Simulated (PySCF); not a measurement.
## Excitation energy of Tl by level of theory

Tl [Xe] 4f14 5d10 6s2 6p1 (2P) → Tl [Xe] 4f14 5d10 6s1 6p1 6d1 (high-spin determinant), as a difference of total energies. Calculation: PySCF 2.14, in aug-cc-pwCVTZ-PP with ECP60MDF (8s7p6d4f1g, 96 functions); scalar relativity through the core potential. Correlated levels: valence: 5s2 5p6 5d10 frozen; valence and next inner shell: nothing frozen outside the core potential. The calculations carry no spin-orbit coupling.

```tsv
method	excitation energy (eV)
UHF	9.244
LDA	11.255
PBE	10.775
PBE0	10.586
r2SCAN	10.770
HSE06	10.593
revPBE	10.627
BHandHLYP	10.618
CAM-B3LYP	10.954
MP2 (valence)	9.854
SCS-MP2 (valence)	10.043
MP2 (valence and next inner shell)	11.284
SCS-MP2 (valence and next inner shell)	11.244
```

Q: How much does correlation contribute at MP2 (valence and next inner shell)?

A: 11.284 − (9.244) = 2.040 eV, measured against UHF.

The upper state lies above the first ionisation limit, but in LS coupling its spin forbids autoionisation to the ground ion; at this Z spin-orbit coupling breaks that rule.

The promoted electron is Rydberg-like, and one or two diffuse shells describe it only roughly, which tends to raise the upper state.

The determinant of the upper state mixes LS terms, which raises its energy above the lowest term, most at the Hartree-Fock and MP2 levels.
